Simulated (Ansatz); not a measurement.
H2OSi, SMILES `O[SiH]` (H–O–Si–H torsion 0°) (charge 0, multiplicity 1).

Method: r2SCAN/cc-pVTZ // PBE0-D3(BJ)/def2-TZVP (Ansatz, a program for electronic structure).

Ansatz 0.2 input:
```yaml
crystal:
  periodic: [false, false, false]
  atoms:
    - { symbol: O, position_ang: [-0.901319, 0.349077, -0.009517] }
    - { symbol: Si, position_ang: [0.681378, 0.824606, -0.006994] }
    - { symbol: H, position_ang: [-1.102617, -0.589528, 0.001918] }
    - { symbol: H, position_ang: [1.322559, -0.584154, 0.014593] }
basis:
  gaussian: { orbitals: cc-pVTZ }
hamiltonian:
  xc: r2scan
```

Output:

```
Functional definition: r2SCAN
562 factors; their error is unknown
mean field evaluation 1: about -9950.9861 eV, gradient 5.6e1 eV
mean field evaluation 2: about -9912.8146 eV, gradient 1.4e2 eV
mean field evaluation 4: about -9955.9866 eV, gradient 3.7e0 eV
mean field evaluation 8: about -9956.0084 eV, gradient 1.8e-1 eV
mean field -9956.00838262 eV, -365.8765596364 hartree, gradient 6.0e-5 eV, S^2 0.000000; 0 other end points of the search recorded, 0 dependent functions left out
reference -9956.00839091 eV, -365.8765599409 hartree; 12, 12 occupied and 80, 80 virtual orbitals, 562 factors
Total energy: -9956.00839091 eV, -365.8765599409 hartree
```
